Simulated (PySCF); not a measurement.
# Dipole response of Cu (copper, neutral)

[Ar] 3d10 4s1, 2S determinant. Calculation: PySCF 2.14, in dyall-av2z (16s12p7d2f, 101 functions); no relativity, point nucleus. Coupled (time-dependent) response in atomic units; α is the mean over directions. A double-zeta set is small for polarisabilities.

| method | mean α (bohr³) | C₆ (like pair) | S(−4) |
| --- | --- | --- | --- |
| UHF | 77.70 | 557.6 | 6137 |
| PBE | 43.01 | 263.0 | 1564 |
| PBE0 | 47.87 | 299.9 | 2042 |

S(−4) is the Cauchy moment in α(ω) = α(0) + S(−4) ω² + …

Reference α: 46.5 ± 0.5 bohr³ (recommended; Schwerdtfeger and Nagle, table of static dipole polarizabilities (2023 update)). Published C₆: 253.0 (Chu and Dalgarno (2004); Tang, Norbeck and Certain (1976)).

Hartree-Fock lies above the reference because it lacks correlation, which contracts the outer shell.

α(iu) at PBE:

| u (hartree) | α(iu) (bohr³) |
| --- | --- |
| 0 | 43.01 |
| 0.0500 | 39.47 |
| 0.100 | 31.96 |
| 0.200 | 19.19 |
| 0.300 | 12.41 |
| 0.500 | 6.838 |
| 0.750 | 4.373 |
| 1.00 | 3.235 |
| 1.50 | 2.088 |
| 2.00 | 1.481 |
| 3.00 | 0.8671 |
| 5.00 | 0.4207 |

A single London oscillator, α(iu) = α/(1 + u²/ω²), gives C₆ = (3/4) ω α². Matching the computed C₆ needs ω = 4 × 263.0 / (3 × 43.01²) = 0.190 hartree.
